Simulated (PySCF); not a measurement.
Another site gives an ion 66859.79 eV lower (`O[SiH2]Br`) at the level CAM-B3LYP-D3(BJ)/def2-TZVPD (PySCF).

Excitations are Tamm–Dancoff values on a coarser integration grid.

Cartesian coordinates (Å):
```xyz
13

O      2.6533    -0.0321     0.0026
Si     1.2442     0.7899     0.2447
C     -0.1999    -0.3197     0.5312
C     -0.9808    -0.8648    -0.6420
C     -1.5884     0.1852     0.2184
H      2.6993    -0.6765    -0.7060
H      0.9056     1.6241    -0.9374
H      1.5156     1.6528     1.4105
H     -0.1378    -0.9827     1.3865
H     -0.6713    -0.5841    -1.6406
H     -1.3623    -1.8730    -0.5643
H     -1.6915     1.1810    -0.1928
H     -2.3860    -0.1002     0.8893
```
Charge 0, multiplicity 1.

Predict the HOMO–LUMO gap, dipole moment, total energy, T1 excitation (TDA) and brightest of the four lowest singlets (TDA) from CAM-B3LYP-D3(BJ)/def2-TZVPD (PySCF).


The HOMO–LUMO gap comes out as 10.04 eV, the dipole moment is 0.398 e·Å and the total energy is -483.8749 Ha. The T1 excitation (TDA) is 6.78 eV and the brightest of the four lowest singlets (TDA) is 7.90 eV.
